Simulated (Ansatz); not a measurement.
Ansatz (an electronic-structure program) input:

Ansatz 0.2 input:
```yaml
crystal:
  periodic: [false, false, false]
  atoms:
    - {symbol: Sn, position_ang: [0.00378520, -0.00760864, 0.66407584]}
    - {symbol: Cl, position_ang: [1.25285879, 1.47717469, -0.96695857]}
    - {symbol: Cl, position_ang: [-1.26399173, -1.45479634, -0.98620567]}
basis:
  gaussian:
    orbitals: def2-TZVPD
hamiltonian:
  xc: {name: BHLYP}
total_charge: -1
magnetization: {spin_polarized: true, initial_magnetization: 1}
output: {forces: true}
```

What final total energy does it print?

-1134.83609 Eh (BHLYP/def2-TZVPD). The basis has 148 functions.
